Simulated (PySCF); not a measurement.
**How methods differ on the ionisation energy of Sc**

Sc [Ar] 3d1 4s2 (2D) → Sc⁺ [Ar] 3d1 4s1 (3D), as a difference of total energies. Computed with PySCF 2.14 in aug-cc-pVDZ (7s6p4d2f, 59 functions), with the non-relativistic Hamiltonian (point nucleus). Correlated levels: valence: [Ar] frozen. The calculations carry no spin-orbit coupling.

```
           method  ionisation energy (eV)
              UHF                   5.368
    MP2 (valence)                   6.025
SCS-MP2 (valence)                   6.157
```

**Question.** How much does correlation contribute at MP2 (valence)?

**Answer.** 6.025 − (5.368) = 0.657 eV, measured against UHF.

These non-relativistic numbers lack the scalar-relativistic shift.

Errors of the correlated levels include the incompleteness of this basis and the frozen core.

MP2 underrates the near-degeneracy of ns² with np² in the lower species.

For comparison: 6.562 eV (measured; NIST levels, between the centres of gravity of the two terms).
